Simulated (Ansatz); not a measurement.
Stepwise reaction of `[NH2][Al]([NH2])[NH2]` with water, as a gas-phase model of exchange steps in deposition or etching. ΔE in kJ/mol; ΔG adds harmonic PBE0-D4 terms to CCSD(T)/CBS, at 1 bar.

Isolated molecules relaxed with PBE0-D4/def2-TZVP in Ansatz; ΔE leaves out vibrations. CBS: MP2 limit from def2 TZ/QZ plus the TZ coupled-cluster correction, frozen cores. This one scheme is used for every species. Functionals use def2-TZVPP. B3LYP here is the variant with VWN-RPA as its local correlation; programs differ in this. One conformer a species, not always the lowest.

| step | reaction | PBE-D4 | B3LYP-D4 | ωB97M-V | CCSD(T)/CBS | ΔG(600 K) |
| --- | --- | --- | --- | --- | --- | --- |
| 1 | `[NH2][Al]([NH2])[NH2]` + H₂O → `[NH2][Al]([NH2])[OH]` + NH₃ | -51.1 | -53.8 | -53.0 | -50.7 | -56.4 |
| 3 | `[NH2][Al]([OH])[OH]` + H₂O → `[OH][Al]([OH])[OH]` + NH₃ | -48.2 | -50.5 | -49.8 | -47.5 | -35.5 |

Q: Give the row of step 2, `[NH2][Al]([NH2])[OH]` + H₂O → `[NH2][Al]([OH])[OH]` + NH₃. (An estimate is asked.)

A: Ansatz gave: 
| step | reaction | PBE-D4 | B3LYP-D4 | ωB97M-V | CCSD(T)/CBS | ΔG(600 K) |
| --- | --- | --- | --- | --- | --- | --- |
| 2 | `[NH2][Al]([NH2])[OH]` + H₂O → `[NH2][Al]([OH])[OH]` + NH₃ | -50.4 | -52.8 | -52.0 | -49.4 | -40.7 |

Q: By hand: ΔE of the 3 steps together at CCSD(T)/CBS.

A: (-50.7) + (-49.4) + (-47.5) = -147.6 kJ/mol, or -49.2 kJ/mol a step.

In ΔE the steps differ by no more than 3.2 kJ/mol. All are downhill at CCSD(T)/CBS. ΔG lies between -56.4 and -35.5 kJ/mol a step. PBE-D4 differs from CCSD(T)/CBS by -1.0 to -0.4 kJ/mol a step. Isolated molecules leave out the surface, adducts and barriers. Largest T1 diagnostic: 0.012.
